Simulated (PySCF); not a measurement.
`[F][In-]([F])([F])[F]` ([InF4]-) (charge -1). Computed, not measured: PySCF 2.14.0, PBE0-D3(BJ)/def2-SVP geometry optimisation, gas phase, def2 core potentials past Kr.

```
atom  x, y, z in Å
In1    0.0156   -0.0243   -0.0121
F2    -0.3127   -0.0634    1.9471
F3     1.9735   -0.0779   -0.3431
F4    -0.7469    1.6429   -0.7781
F5    -0.8546   -1.5878   -0.8759
```

What is the repulsion energy of the bare nuclei, Σ ZA·ZB/RAB?

549.11 Eh over 10 pairs, with full nuclear charges and distances in bohr; the largest single term is 117.48 Eh (In1 with F3).

What is the longest distance between nuclei?

F2···F5, F3···F5, F3···F4 and F2···F4, 3.254 Å down to 3.244 Å.

Work out the bond lengths In1–F2, In1–F3, In1–F4, In1–F5 in pm.

For In1–F2 the difference vector is (-0.3283, -0.0391, 1.9592) Å, of length 1.9869 Å. In1–F2 198.7; In1–F3 198.6; In1–F4 198.7; In1–F5 198.7 pm.

How far apart are these pairs, which share no bond: F2···F3, F4···F5?

F2···F3 3.236 Å (2 bonds apart); F4···F5 3.234 Å (2 bonds apart).

Where is the centre of mass (commonest isotopes), and what is the radius of gyration?

Mass 190.897 u; centre at (0.015, -0.023, -0.012) Å; Rg = √(Σ m r²/M) = 1.254 Å. As Ia + Ib + Ic = 2 Σ m r², the three principal moments sum to 599.9 u·Å².

What are the angles F4–In1–F5, F3–In1–F4, F2–In1–F4, F2–In1–F3, F3–In1–F5?

From the scalar product of the two bond vectors; for F4–In1–F5 it is -1.2815 Å² over 1.9869 × 1.9869 Å², cos θ = -0.3246. F4–In1–F5 108.9°; F3–In1–F4 109.7°; F2–In1–F4 109.5°; F2–In1–F3 109.1°; F3–In1–F5 109.8°.

Write the matrix of distances between heavy atoms (Å, lower triangle).

```
In1   0.000
F2    1.987  0.000
F3    1.986  3.236  0.000
F4    1.987  3.244  3.248  0.000
F5    1.987  3.254  3.250  3.234  0.000
```

The point group is Td within 0.08 Å; differences among equivalent distances and angles are scatter left by the optimiser. Whether it is a minimum is left open (no frequencies). The geometry's basis has no diffuse functions, a weakness for an anion.

Hardware: one thread, Intel Xeon Platinum 8488C (x86_64), shared host with 96 logical CPUs at a one-minute load of 52. Cost: 44 s wall, 0.33 GiB resident at most. That covers the optimisation of the geometry.
